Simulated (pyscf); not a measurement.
HO–BiH–OH, singlet

Gas-phase minimum from PySCF at ωB97X-D3(BJ)/def2-SVP, one conformer. 

```xyz
6

O     -2.5141     0.6533     0.4227
Bi    -0.5194     0.3565     0.9492
O      0.3663     0.4448    -0.9352
H     -2.8615    -0.0621    -0.1243
H     -0.6546    -1.4540     0.9430
H      0.0688    -0.2659    -1.5166
```

Bond lengths (Å): O1–Bi2 2.084, O1–H4 0.965, Bi2–O3 2.084, Bi2–H5 1.816, O3–H6 0.965. Bond angles (°): Bi2–O1–H4 112.5, O1–Bi2–O3 99.9, O1–Bi2–H5 94.0, O3–Bi2–H5 94.1, Bi2–O3–H6 112.5.

Properties at ωB97X-D3(BJ)/def2-SVP:

```
Item                                                                                                                                                                               Result
---------------------------------------------------------------------------------------------------------------------  ------------------------------------------------------------------
Harmonic wavenumbers, unscaled                                                                                         172, 180, 315, 573, 580, 592, 632, 847, 887, 1792, 3890, 3891 cm⁻¹
Zero-point energy                                                                                                                                                           20.5 kcal/mol
Rotational symmetry number                                                                                                                                                              1
Entropy of this conformer at 298 K and 1 atm, rigid rotor and harmonic oscillator, modes under 100 cm⁻¹ raised to 100                                                     316.7 J/(mol K)
Dipole moment                                                                                                                                                                      2.26 D
```

Single-point totals, which compare only within one level (frozen core for MP2 and CC):

| level | total energy (hartree) |
|---|---|
| ωB97X-D3(BJ)/def2-TZVP | -367.05774 |
| PBE/def2-TZVP | -366.84106 |
| r²SCAN/def2-TZVP | -366.99490 |
| B3LYP-D3(BJ)/def2-TZVP | -367.05192 |
| PBE0-D3(BJ)/def2-TZVP | -366.80656 |
| M06-2X/def2-TZVP | -366.76580 |
| ωB97M-D3(BJ)/def2-TZVP | -367.01053 |
| HF/def2-TZVPP | -365.09312 |
| MP2/def2-TZVPP | -366.03075 |
| CCSD/def2-TZVPP | -366.00635 |
| CCSD(T)/def2-TZVPP | -366.03648 |

Soft torsions are taken as harmonic, which can shift the entropy by several J/(mol K). The CCSD(T) − MP2 part came from Ansatz, without density fitting, on the same reference. The frozen core leaves the outer d or s,p core shells of the metals and heavy elements correlated in the MP2 and CC values, and def2-TZVPP describes them poorly, so these totals are far from the basis limit. Elements past Kr carry the def2 core potentials, without spin-orbit coupling.
